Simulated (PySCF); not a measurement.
## C₆ coefficients of unlike pairs at PBE0

Calculated with PySCF 2.14 from the dipole response of each species, C₆(A,B) = (3/π) ∫ α_A(iu) α_B(iu) du, in atomic units, from isotropic polarisabilities. For ions this is the dispersion term alone; charge-induced terms of lower order in 1/R come first.

```csv
species,configuration,basis,relativity,α (bohr³),C₆ (like pair)
N(2+),[He] 2s2 2p1 (2P),dyall-acv3z (15s9p4d2f),none,2.601,3.688
B,[He] 2s2 2p1 (2P),dyall-av3z (15s9p3d2f),none,22.54,109.8
Pd(2+),[Kr] 4d8 (3F),def2-TZVPPD with the def2 core potential (28 electrons) (6s4p3d2f1g),core potential,5.426,25.92
Fe(2+),[Ar] 3d6 (5D),def2-QZVPPD (11s6p5d4f2g),none,3.638,10.44
```

Task: Estimate C₆ for Pd(2+) with N(2+).

Result: The integral gives 9.476. The combination rule 2 C_A C_B / (C_A α_B/α_A + C_B α_A/α_B) gives 9.502 and the geometric mean 9.776.

No spin-orbit coupling is included.

The other pairs:

```
          pair     C₆
      B, N(2+)  18.25
     Fe(2+), B  27.72
 Fe(2+), N(2+)  6.062
     Pd(2+), B  42.54
Fe(2+), Pd(2+)  16.43
```
